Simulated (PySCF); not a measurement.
Molecule: SMILES NB1OBOBO1, B$_{3}$H$_{4}$NO$_{3}$.

Structure with atom numbers: `[NH2:1][B:2]1[O:3][BH:4][O:5][BH:6][O:7]1`. Hydrogens are named by the atom that carries them.

Spin–spin couplings on one PBE0-D3(BJ)/def2-SVP geometry, PySCF 2.14, gas phase, non-relativistic, equivalent pairs averaged (spin–dipole term only in couplings to heteroatoms); isotopes ¹¹B, ¹H, ¹⁵N, ¹⁷O; basis pcJ-1.

How do the couplings (Hz) change with the functional? Times are CPU seconds on 1 thread of an Arm Neoverse V1, shared host.

## Answers


| functional | functions | ¹J(B4,H(B4)) | ¹J(N1,H(N1)) | ¹J(N1,B2) | ¹J(B2,O3) | ¹J(O3,B4) | ¹J(B4,O5) | ²J(O5,H(B4)) | core-s |
| --- | --- | --- | --- | --- | --- | --- | --- | --- | --- |
| HF | 229 | 205.9 | -106.4 | -58.5 | -27.8 | -19.4 | -16.7 | -22.7 | 23 |
| LDA | 229 | 154.6 | -72.7 | -41.6 | -4.9 | 4.6 | 7.3 | -21.2 | 20 |
| PBE | 229 | 182.9 | -82.2 | -47.0 | -6.9 | 2.5 | 5.4 | -23.0 | 27 |
| KT2 | 229 | 197.9 | -89.6 | -42.2 | -1.0 | 9.0 | 11.4 | -26.6 | 30 |
| PBE0 | 229 | 184.6 | -85.3 | -48.5 | -11.3 | -2.0 | 0.8 | -22.6 | 34 |
| B97-2 | 229 | 185.7 | -82.2 | -50.2 | -12.5 | -4.3 | -1.4 | -21.8 | 31 |
| BHandHLYP | 229 | 201.1 | -95.6 | -52.7 | -17.4 | -8.5 | -5.7 | -24.4 | 34 |
| CAM-B3LYP | 229 | 191.2 | -88.6 | -49.2 | -12.6 | -3.5 | -0.7 | -24.3 | 42 |
